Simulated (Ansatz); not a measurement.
Reaction (ligand exchange at the Si–C bond): `[SiH3]C[SiH2]Cl` + `N[SiH2]S` → `[SiH3]N[SiH2]S` + `C[SiH2]Cl`

Computed with Ansatz on PBE0-D4/def2-TZVP structures; ΔE is electronic, products minus reactants. CCSD(T)/CBS is the MP2 limit (def2-TZVPP, def2-QZVPP) plus CCSD(T) − MP2 in def2-TZVPP, frozen cores. Functionals use def2-TZVPP. Each species was taken in one conformer, which may not be the lowest.

`[SiH3]C[SiH2]Cl`:

Z-matrix (Å, degrees):
```
Si
C 1 1.877
H 1 1.486 2 110.5
H 1 1.487 2 110.2 3 120.2
H 1 1.487 2 110.2 3 -120.2
Si 2 1.856 1 114.4 3 -179.9
H 2 1.095 1 108.8 3 -58.2
H 2 1.095 1 108.8 3 58.4
Cl 6 2.062 2 110.3 1 -179.8
H 6 1.483 2 111.0 1 -61.0
H 6 1.483 2 111.0 1 61.5
```

`N[SiH2]S`:

```xyz
8

N    -0.672    0.234    1.241
Si    0.463    0.001   -0.011
S    -0.482    0.013   -1.943
H    -0.797    1.144    1.651
H    -1.496   -0.337    1.330
H     1.154   -1.309    0.092
H     1.441    1.109    0.126
H     0.388   -0.856   -2.485
```

`[SiH3]N[SiH2]S`:

```xyz
11

Si    0.552   -0.793   -1.512
N    -0.261    0.389   -0.547
Si    0.055    0.860    1.074
S    -1.590    0.528    2.399
H     1.577   -1.435   -0.652
H    -0.399   -1.822   -2.012
H     1.215   -0.185   -2.697
H    -1.059    0.836   -0.978
H     0.271    2.322    1.214
H     1.256    0.102    1.495
H    -1.615   -0.803    2.215
```

`C[SiH2]Cl`:

Cartesian coordinates in Å:
```
C -0.658 -0.102 0.761
Si 0.521 -0.046 -0.673
Cl 1.416 1.810 -0.763
H -1.137 -1.083 0.813
H -1.436 0.656 0.651
H -0.132 0.075 1.701
H -0.179 -0.260 -1.963
H 1.605 -1.049 -0.527
```

CCSD(T)/CBS gives -13.3 kcal/mol.

(1) Another level gave -13.1 kcal/mol. Which?
A. SCS-MP2/def2-TZVPP
B. PBE0/def2-TZVPP
C. ωB97X-V/def2-TZVPP
D. HF/def2-TZVPP

Largest T1 diagnostic among the species: 0.011.

Results:

(1) C. ωB97X-V -13.1, PBE0 -12.1, SCS-MP2/def2-TZVPP -14.3, HF/def2-TZVPP -15.6 kcal/mol.

In def2-TZVPP, CCSD(T) changes the Hartree–Fock value by +2.1 kcal/mol (the triples alone add +0.2 kcal/mol) and MP2 by +1.8 kcal/mol.

CCSD(T)/CBS has its own doubt, a few kJ/mol and more with outer-core shells, so smaller differences from it don't rank the levels.
